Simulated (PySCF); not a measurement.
Au: excitation energy

Au [Xe] 4f14 5d10 6s1 (2S) → Au [Xe] 4f14 5d10 6p1 (2P), as a difference of total energies. All numbers are calculated (PySCF 2.14, scalar relativity through the core potential, in aug-cc-pVDZ-PP with ECP60MDF). Correlated levels: valence: 5s2 5p6 frozen. The calculations carry no spin-orbit coupling.

```
           method  excitation energy (eV)
              UHF                   4.222
    MP2 (valence)                   5.138
SCS-MP2 (valence)                   5.067
   CCSD (valence)                   4.925
CCSD(T) (valence)                   4.933
```

How much does correlation contribute at CCSD(T) (valence)?

4.933 − (4.222) = 0.711 eV, measured against UHF.

Errors of the correlated levels include the incompleteness of this basis and the frozen core.

For comparison: 4.947 eV (measured; NIST levels, between the centres of gravity of the two terms).
